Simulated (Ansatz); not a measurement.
Cost and result for the atomization energy of `[AlH2-]1[Cl+][AlH2-][Cl+]1` (8 atoms, 8 bonds).

```xyz
8

Al   -0.037   -1.452    0.707
Cl    1.532   -0.284   -0.503
Al    0.037    1.452   -0.706
Cl   -1.536    0.280    0.494
H     0.439   -1.505    2.204
H    -0.544   -2.650   -0.177
H     0.546    2.643    0.186
H    -0.437    1.517   -2.204
```

Total charge 0; spin multiplicity 1. All single points use the PBE0-D4/def2-TZVP geometry. Program: Ansatz. All runs use 4 threads of a server CPU on a shared host. Times are those of one run each, without the atoms' runs, and a repeat can differ threefold. Electronic energies, without spin–orbit coupling; frozen cores. CCSD(T)/CBS adds CCSD(T) − MP2 in def2-TZVPP to the MP2 limit, and its time is that of the two runs behind it. T1 = 0.008. HSE06 is the plane-wave form, built on full-range PBE exchange.

CCSD(T)/CBS is a level of theory with its own doubt, some kJ/mol a heavy atom from the limit and from the frozen cores, so smaller differences don't rank the functionals.

```json
{"level": "CCSD(T)/def2-SVP", "functions": "92", "wall time": "0.95 s"}
{"level": "BLYP-D4/def2-TZVPP", "functions": "224", "wall time": "1 s"}
{"level": "PBE-D4/def2-TZVPP (with forces)", "functions": "224", "wall time": "1.2 s"}
{"level": "BHLYP-D4/def2-TZVPP", "functions": "224", "wall time": "1.6 s"}
{"level": "CAM-B3LYP-D4/def2-TZVPP", "functions": "224", "wall time": "1.8 s"}
{"level": "HSE06-D4/def2-TZVPP", "functions": "224", "wall time": "1.9 s"}
{"level": "r2SCAN-D4/def2-TZVPP (with forces)", "functions": "224", "wall time": "2 s"}
{"level": "PBE-QIDH/def2-TZVPP", "functions": "224", "wall time": "2.5 s"}
{"level": "B97M-V/def2-TZVPP", "functions": "224", "wall time": "3.1 s"}
{"level": "ωB97M-V/def2-TZVPP (with forces)", "functions": "224", "wall time": "4.8 s"}
{"level": "MP2/def2-QZVPP", "functions": "400", "wall time": "7.5 s"}
{"level": "CCSD(T)/def2-TZVPP", "functions": "224", "wall time": "14 s"}
{"level": "CCSD(T)/CBS(def2)", "functions": "–", "wall time": "21 s"}
```

What atomization energy does each give, and how far from CCSD(T)/CBS? (Estimate.)

Computed: 
```json
{"level": "CCSD(T)/def2-SVP", "atomization (kcal/mol)": "498.9", "difference from CCSD(T)/CBS": "-31.0", "per bond": "-3.9"}
{"level": "BLYP-D4/def2-TZVPP", "atomization (kcal/mol)": "510.7", "difference from CCSD(T)/CBS": "-19.2", "per bond": "-2.4"}
{"level": "PBE-D4/def2-TZVPP (with forces)", "atomization (kcal/mol)": "516.1", "difference from CCSD(T)/CBS": "-13.8", "per bond": "-1.7"}
{"level": "BHLYP-D4/def2-TZVPP", "atomization (kcal/mol)": "517.5", "difference from CCSD(T)/CBS": "-12.4", "per bond": "-1.6"}
{"level": "CAM-B3LYP-D4/def2-TZVPP", "atomization (kcal/mol)": "522.5", "difference from CCSD(T)/CBS": "-7.4", "per bond": "-0.9"}
{"level": "HSE06-D4/def2-TZVPP", "atomization (kcal/mol)": "517.5", "difference from CCSD(T)/CBS": "-12.4", "per bond": "-1.6"}
{"level": "r2SCAN-D4/def2-TZVPP (with forces)", "atomization (kcal/mol)": "530.0", "difference from CCSD(T)/CBS": "0.1", "per bond": "0.0"}
{"level": "PBE-QIDH/def2-TZVPP", "atomization (kcal/mol)": "521.5", "difference from CCSD(T)/CBS": "-8.4", "per bond": "-1.1"}
{"level": "B97M-V/def2-TZVPP", "atomization (kcal/mol)": "541.0", "difference from CCSD(T)/CBS": "11.1", "per bond": "1.4"}
{"level": "ωB97M-V/def2-TZVPP (with forces)", "atomization (kcal/mol)": "529.6", "difference from CCSD(T)/CBS": "-0.3", "per bond": "0.0"}
{"level": "MP2/def2-QZVPP", "atomization (kcal/mol)": "529.0", "difference from CCSD(T)/CBS": "-0.9", "per bond": "-0.1"}
{"level": "CCSD(T)/def2-TZVPP", "atomization (kcal/mol)": "515.1", "difference from CCSD(T)/CBS": "-14.8", "per bond": "-1.9"}
{"level": "CCSD(T)/CBS(def2)", "atomization (kcal/mol)": "529.9", "difference from CCSD(T)/CBS": "0.0", "per bond": "0.0"}
```

Leaving LDA and LC-ωPBE aside and taking each functional with its dispersion term where it has one, the values, not all of them listed here, spread over 32.6 kcal/mol, from revPBE-D4 to B97M-V. LDA lies +62.2 kcal/mol from PBE without D4, its usual overbinding. From BLYP to BHLYP (50 % exact exchange), in def2-TZVPP and without D4, the atomization energy moves by +10.2 kcal/mol. In def2-TZVPP, CCSD(T) changes the Hartree–Fock value by +101.9 kcal/mol (the triples alone add +5.9 kcal/mol) and MP2 by +106.9 kcal/mol; breaking electron pairs costs correlation energy, which Hartree–Fock lacks.
